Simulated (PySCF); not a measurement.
Electron correlation in Ne⁺ (neon, charge +1)

[He] 2s2 2p5, 2P determinant. Calculation: PySCF 2.14, in ANO-RCC-VTZP; the spin-free X2C one-electron Hamiltonian (Gaussian nucleus). Frozen: nothing; 9 electrons correlated.

| level | correlation energy (mhartree) |
| --- | --- |
| CCSD | -221.78 |
| (T) | -2.69 |
| CCSD(T) | -224.47 |
| CCSDT | -224.60 |

Diagnostics: T1 = 0.0038, D1 = 0.0067, largest double amplitude 0.028.

Task: Is a single reference adequate?

Result: Yes: T1 lies below 0.03 and no double amplitude reaches 0.07.
